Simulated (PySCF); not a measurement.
## Mo⁺ (molybdenum, charge +1) across methods

[Kr] 4d5, high-spin 6S determinant. Computed with PySCF 2.14 in aug-cc-pwCVTZ-PP with ECP28MDF (8s8p7d4f3g, 122 functions), with scalar relativity through the core potential.

```
 method  E (hartree)  mean ε 4p α (eV)  mean ε 4p β (eV)  mean ε 4d α (eV)  Σ⟨r²⟩ (bohr²)   ⟨S²⟩
    UHF    -67.11588           -59.042           -50.296           -16.352          33.89  8.752
LC-wPBE     -67.6375           -51.921           -47.974           -15.385          34.24  8.751
 r2SCAN     -67.6469           -47.804           -43.597           -11.538          34.41  8.751
    PBE     -67.6193           -46.335           -43.165           -11.382          34.93  8.750
   PBE0     -67.6119           -49.664           -45.228           -12.746          34.47  8.751
   TPSS     -67.5931           -46.620           -43.265           -11.259          34.79  8.750
    LDA     -67.4370           -46.367           -43.281           -11.518          35.17  8.750
```

(1) Estimate the same row for wB97X-V.

Energies and moments cover only the electrons outside the core potential.

## Answers

(1) E (hartree) = -67.5664; mean ε 4p α (eV) = -51.985; mean ε 4p β (eV) = -47.959; mean ε 4d α (eV) = -14.881; Σ⟨r²⟩ (bohr²) = 34.44; ⟨S²⟩ = 8.750.
